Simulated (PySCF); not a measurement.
A PySCF script (with the pyscf-properties extension) for the NMR shieldings of SMILES Cc1sccc1N[SiH3], C5H9NSSi, on a GFN2-xTB geometry:

```python
import basis_set_exchange as bse
import numpy as np
from pyscf import gto, dft
from pyscf.prop import nmr

atoms = """
C    -2.337653   -0.696746    0.851354
C    -1.362223    0.358715    0.450595
S    -1.874909    1.999780    0.208359
C    -0.276919    2.485313   -0.195348
C     0.597070    1.452635   -0.145413
C    -0.017139    0.225022    0.226233
N     0.669704   -0.967576    0.345998
Si    2.355616   -1.243777    0.100417
H    -2.056784   -1.147289    1.805391
H    -3.328970   -0.263865    0.956981
H    -2.387902   -1.489027    0.101843
H    -0.086894    3.509630   -0.446324
H     1.645743    1.539830   -0.362743
H     0.072489   -1.731995    0.618260
H     2.733655   -0.914351   -1.278162
H     2.497865   -2.671679    0.373329
H     3.150254   -0.432590    1.028782
"""
names = dict.fromkeys(["C", "S", "N", "Si", "H"], "pcSseg-1")
basis = {el: gto.basis.parse(bse.get_basis(n, elements=[el], fmt="nwchem")) for el, n in names.items()}
mol = gto.M(atom=atoms, basis=basis, charge=0, verbose=0)
mf = dft.RKS(mol, xc="PBE0")
mf.grids.level = 2
mf.grids.alignment = dft.numint.BLKSIZE   # the property module wants whole blocks of grid points
mf.conv_tol = 1e-9
mf.kernel()

calc = nmr.RKS(mf)   # GIAO
C = mf.mo_coeff
Co = C[:, mf.mo_occ > 0]
resp = mf.gen_response(singlet=True, hermi=2)
def vind(x):   # induced exchange potential for any number of trial vectors
    d = np.einsum("pi,xij,qj->xpq", C, 2 * x.reshape(-1, C.shape[1], Co.shape[1]), Co, optimize=True)
    return np.einsum("xpq,pi,qj->xij", resp(d - d.transpose(0, 2, 1)), C, Co, optimize=True).ravel()
mo1, _ = nmr.rhf.solve_mo1(calc, with_cphf=vind)
sigma = calc.kernel(mo1)
for i, s in enumerate(sigma):   # ppm
    w = np.linalg.eigvalsh((s + s.T) / 2)
    print("%2d %-2s iso %8.1f  s11 %8.1f  s22 %8.1f  s33 %8.1f" % (i, mol.atom_pure_symbol(i), w.mean(), *w))
```

**Question.** What does it print?

**Answer.** 
```
 0 C  iso    174.1  s11    158.0  s22    174.0  s33    190.2
 1 C  iso     70.1  s11     10.7  s22     71.1  s33    128.5
 2 S  iso    294.4  s11    139.9  s22    361.2  s33    382.1
 3 C  iso     57.6  s11    -31.5  s22     53.7  s33    150.8
 4 C  iso     66.2  s11    -11.8  s22     62.7  s33    147.6
 5 C  iso     40.8  s11    -33.1  s22     31.7  s33    123.9
 6 N  iso    216.4  s11    168.4  s22    219.2  s33    261.5
 7 Si iso    413.3  s11    373.3  s22    399.0  s33    467.6
 8 H  iso     29.5  s11     24.8  s22     27.3  s33     36.4
 9 H  iso     29.3  s11     23.0  s22     29.2  s33     35.7
10 H  iso     29.5  s11     24.8  s22     27.2  s33     36.4
11 H  iso     24.9  s11     22.0  s22     24.8  s33     27.9
12 H  iso     25.0  s11     20.9  s22     25.7  s33     28.4
13 H  iso     28.9  s11     18.6  s22     30.9  s33     37.0
14 H  iso     26.7  s11     23.4  s22     24.6  s33     32.1
15 H  iso     27.0  s11     23.1  s22     25.8  s33     32.1
16 H  iso     26.7  s11     23.4  s22     24.6  s33     32.2
```

These numbers come from an equivalent density-fitted implementation of the same equations, which agrees with the script to about 0.01 ppm for H and up to a few tenths of a ppm for heavy atoms, so last digits may differ.

**Question.** Turn these shieldings into chemical shifts. Referencing at the same level of theory: ¹³C (186.93 ppm) and ²⁹Si (349.16 ppm) and ¹H (31.72 ppm) vs TMS; ³³S (503.73 ppm) against CS2; NH3 for ¹⁵N (267.73 ppm).

**Answer.** Averaging equivalent atoms: C 5: 146.1; C 3: 129.3; C 4: 120.8; C 1: 116.8; C 0: 12.8; S 2: 209; N 6: 51.4; Si 7: -64.1; H 11: 6.84; H 12: 6.72; H 14/15/16: 4.89; H 13: 2.87; H 8/9/10: 2.29 ppm. Experimental scales use liquid or dissolved standards, which lie at an offset from isolated NH3 (liquid NH3: subtract about 20 ppm).

Size and cost of the density-fitted run: 195 basis functions, 34 s wall time on 1 thread of an Arm Neoverse V1, shared host; peak memory 0.86 GiB.
